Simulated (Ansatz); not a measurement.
Relaxation of H₇W (8 atoms, charge 0, multiplicity 2), to a largest force component of 0.03 eV/Å in at most 50 steps.

The calculation used Ansatz, UKS LDA/def2-SVP.

```xyz
8
Properties=species:S:1:pos:R:3
W 0.403 -0.403 -0.316
H -0.116 0.116 1.219
H 1.554 0.505 0.534
H 0.005 1.187 -0.080
H -1.187 -0.005 -0.080
H -0.505 -1.554 0.534
H -0.336 0.336 -1.644
H 0.182 -0.182 3.014
```

Problem. Where does it end, and by what steps?

Solution. The forces met the threshold. After 19 steps the energy has fallen by 2.200 eV; H8 moved furthest, 1.39 Å. Joined: W1–H8.

```csv
step,energy less start (eV),largest force component (eV/Å),accepted
0,0.0000,0.504,yes
1,-0.1153,0.911,yes
2,-0.3612,1.305,yes
3,-0.8281,2.017,yes
4,-1.4257,1.373,yes
5,-1.5058,1.796,yes
6,-1.7913,0.517,yes
7,-1.8124,1.562,yes
8,-1.8392,1.377,yes
9,-1.7002,1.296,no
10,-1.9241,0.434,yes
11,-1.9810,0.350,yes
12,-2.0739,0.508,yes
13,-2.1556,0.666,yes
14,-2.1615,0.413,yes
15,-2.1737,0.610,yes
16,-2.1960,0.162,yes
17,-2.1990,0.050,yes
18,-2.1995,0.034,yes
19,-2.1996,0.028,yes
```

```xyz
8
Properties=species:S:1:pos:R:3
W 0.098 -0.098 -0.213
H -0.311 0.312 1.570
H 1.515 0.382 0.584
H -0.075 1.426 0.497
H -1.427 0.074 0.498
H -0.382 -1.516 0.583
H 0.257 -0.257 -1.982
H 0.324 -0.323 1.642
```

Whether the end is a true minimum wasn't checked by a vibrational analysis.

The run took 23 s on 1 thread of Intel(R) Xeon(R) Platinum 8488C (Sapphire Rapids), on a shared host, peak memory 0.15 GiB.
